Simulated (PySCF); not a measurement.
p-phenylenediamine radical cation, C6H8N2 (charge +1 and doublet state).
Z-matrix (Å and degrees, PBE0-D3(BJ)/def2-SVP geometry), rows numbered from 1:
```
N 
C   1  1.3357
C   2  1.4275  1  120.66
C   3  1.3662  2  120.66  1  -179.99
C   4  1.4275  3  120.65  2     0.01
N   5  1.3357  4  120.67  3   179.97
C   5  1.4275  4  118.69  3    -0.03
C   7  1.3662  5  120.67  4     0.03
H   1  1.0135  2  121.45  3   179.97
H   1  1.0134  2  121.34  3     0.06
H   3  1.0924  2  119.42  1     0.01
H   4  1.0924  3  119.93  2   180.00
H   6  1.0135  5  121.43  4     0.03
H   6  1.0135  5  121.36  4   179.99
H   7  1.0924  5  119.42  4  -179.96
H   8  1.0924  2  119.43  1    -0.03
```

The hyperfine couplings belong to this conformer and change with its torsions.

Identity: p-phenylenediamine radical cation, `Nc1ccc(N)cc1` [SMILES of the parent framework; charge +1 and doublet state].

Computed with UKS B3LYP, IGLO-III on C N, pcH-1 on H, non-relativistic, mean-field spin-orbit, GIAO (PySCF 2.14.0). Geometry: PBE0-D3(BJ)/def2-SVP; no solvent, vibrations or thermal averaging. Stability of the SCF solution: not tested. No frequencies were computed at this geometry's level, so the symmetric structure isn't shown to be a minimum.

(1) Match the computed a_iso(13C) values -1.6, +0.9 MHz (means over equivalent nuclei) with the sites C2/C5; C3/C4/C7/C8.

(2) The isotropic 1H couplings, averaged over equivalent nuclei, are -20.4, -5.8 MHz. Assign them to H9/H10/H13/H14; H11/H12/H15/H16.

Results:

(1) 
```csv
site,a_iso (MHz),ρ(0) (bohr⁻³),position,distance from N1 (Å),spin population,largest |T| (MHz)
C2/C5,+0.9,+0.0008,a main spin site,2.75,+0.18,30.2
C3/C4/C7/C8,-1.6,-0.0014,1 bond from C2,3.02,+0.05,11.4
```

(2) 
```
           site  a_iso (MHz)  ρ(0) (bohr⁻³)         position  distance from N1 (Å)     bound to  spin population there  largest |T| (MHz)
 H9/H10/H13/H14        -20.4        -0.0046   1 bond from N1                  3.55        N1/N6                  +0.25               18.5
H11/H12/H15/H16         -5.8        -0.0013  2 bonds from C2                  3.59  C3/C4/C7/C8                  +0.05                5.7
```

ρ(0) is the spin density at the nucleus and T the dipolar tensor; entries for several nuclei are means. The largest Mulliken spin populations are on N1 (+0.25), N6 (+0.25), C5 (+0.18) and C2 (+0.18). Four atoms exceed +0.15. Main spin sites, with 60 % or more of the largest population: N1, C2, C5, N6; positions count bonds from the nearest.

β density exceeds α density at some nuclei, such as H9/H10/H13/H14 (-0.0046), C3/C4/C7/C8 (-0.0014) and H11/H12/H15/H16 (-0.0013), spin density in bohr⁻³. In a single determinant that takes different orbitals for the two spins, that is spin polarisation.

On one thread, Arm Neoverse V1 (shared host), this took 1.7 min.
